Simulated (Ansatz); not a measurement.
# Redistribution: SnH3F + Sn(CH3)(NH2) → SnH3(NH2) + Sn(CH3)F

Gas-phase species: SnH3F `[F][SnH3]`, singlet; Sn(CH3)(NH2), singlet; SnH3(NH2), singlet; Sn(CH3)F, singlet. The partners trade F for NH2; both sit on Sn, so the bond types are kept.

Shapes, held fixed at every level: PBE0-D4/def2-TZVP. Flexible molecules stand in one conformer, not always the lowest. Programs: Ansatz 0.2.0. The zero-point and thermal change to 298 K, harmonic and unscaled (PBE0-D4/def2-TZVP), is -0.8 kJ/mol.

```json
{"level": "HF/def2-TZVPP", "kind": "Hartree–Fock", "ΔH(298 K) (kJ/mol)": "+5.5", "less CCSD(T)/def2-TZVPP": "-1.4"}
{"level": "PBE-D4/def2-TZVPP", "kind": "GGA", "ΔH(298 K) (kJ/mol)": "+6.3", "less CCSD(T)/def2-TZVPP": "-0.6"}
{"level": "PBE0-D4/def2-TZVPP", "kind": "global hybrid", "ΔH(298 K) (kJ/mol)": "+6.0", "less CCSD(T)/def2-TZVPP": "-0.9"}
{"level": "wB97X-V/def2-TZVPP", "kind": "range-separated hybrid", "ΔH(298 K) (kJ/mol)": "+4.5", "less CCSD(T)/def2-TZVPP": "-2.4"}
{"level": "CCSD(T)/def2-SVP", "kind": "coupled cluster or CI", "ΔH(298 K) (kJ/mol)": "+12.7", "less CCSD(T)/def2-TZVPP": "+5.8"}
{"level": "CCSD/def2-TZVPP", "kind": "coupled cluster or CI", "ΔH(298 K) (kJ/mol)": "+5.8", "less CCSD(T)/def2-TZVPP": "-1.1"}
{"level": "CCSD(T)/def2-TZVPP", "kind": "coupled cluster or CI", "ΔH(298 K) (kJ/mol)": "+6.9", "less CCSD(T)/def2-TZVPP": "0.0"}
```

The highest level, CCSD(T)/def2-TZVPP, gives ΔH(298 K) = +6.9 kJ/mol; the levels span +4.5 to +12.7. The column of differences is taken from that level and isn't an error. No measured value is set beside it here. For atoms past krypton def2 sets carry core potentials with scalar relativity. Outer-core shells of Sn are correlated, in sets that cover them unevenly.
